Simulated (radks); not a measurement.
Isoelectronic series with 16 electrons, each ion in its NIST ground configuration. All-electron calculation, Dirac Kohn-Sham, PBEsol, spin-unpolarised, spherical densities, finite nucleus; open shells fill j = l - 1/2 first; Fermi nuclear charge, rms radius of each element as measured or else 0.836 A^(1/3) + 0.57 fm. Program: a radial shooting solver on a logarithmic mesh with Libxc functionals. Total energies (hartree) and orbital eigenvalues (eV):

ion    configuration  E (hartree)      3p3/2      3p1/2      3s1/2
I37+    [Ne] 3s2 3p4  -5981.89916  -2557.714  -2632.383  -2738.414
Xe38+   [Ne] 3s2 3p4  -6232.62407  -2685.731  -2767.256  -2876.236
Cs39+   [Ne] 3s2 3p4   -6489.0698  -2816.912  -2905.778  -3017.737
Ba40+   [Ne] 3s2 3p4   -6751.2823  -2951.267  -3047.979  -3162.946
La41+   [Ne] 3s2 3p4   -7019.3171  -3088.800  -3193.894  -3311.899
Ce42+   [Ne] 3s2 3p4   -7293.2247  -3229.520  -3343.557  -3464.632
Pr43+   [Ne] 3s2 3p4   -7573.0623  -3373.434  -3497.004  -3621.181
Nd44+   [Ne] 3s2 3p4   -7858.8848  -3520.549  -3654.271  -3781.584
Pm45+   [Ne] 3s2 3p4   -8150.7461  -3670.874  -3815.398  -3945.879
Sm46+   [Ne] 3s2 3p4   -8448.6956  -3824.417  -3980.423  -4114.101
Eu47+   [Ne] 3s2 3p4   -8752.8338  -3981.185  -4149.390  -4286.307
